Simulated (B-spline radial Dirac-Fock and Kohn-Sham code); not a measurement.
Kohn-Sham estimates against Dirac-Fock for the levels of Sb⁷⁺

System: the Sb⁷⁺ ion in the configuration 1s2 2s2 2p6 3s2 3p6 3d10 4s2 4p6 4d8.

The density-functional columns are spherical, spin-unpolarised Dirac-Kohn-Sham results without Breit or QED terms: −ε is minus the orbital energy of the initial state and ΔSCF the difference of two total energies. The reference in the last column comes from relaxed Dirac-Fock hole states (ΔSCF) with Breit and QED corrections and a finite nucleus. All numbers are from a radial finite-basis atomic code, in eV; a selection of levels is shown. The Kohn-Sham columns are given as differences from the reference. For the 1s level of heavy atoms much of the gap between ΔSCF and the reference is the Breit and QED part, -102.4 eV here; for other levels the error of the functional can be larger.

```tsv
level	PBE −ε − DF	PBE ΔSCF − DF	LDA −ε − DF	LDA ΔSCF − DF	Dirac-Fock
K	-221.4	+128.7	-256.2	+92.8	30612.3
L1	-112.4	-47.0	-116.6	-50.9	4826.8
L2	-86.0	-5.3	-87.5	-6.7	4503.6
L3	-89.4	-13.4	-90.5	-14.5	4255.2
M1	-57.9	-33.1	-59.2	-34.2	1067.2
M2	-47.1	-21.5	-47.5	-21.8	935.1
M3	-46.6	-21.9	-46.9	-22.1	888.1
N1	-23.9	-11.2	-24.2	-11.4	274.3
N2	-18.1	-5.7	-18.1	-5.7	226.8
N3	-18.0	-5.9	-18.1	-6.0	217.7
N4,5	-9.7	+1.3	-9.6	+1.5	141.3
```

Values without a named source are computed, but for edge energies of neutral atoms, which are taken from tables.
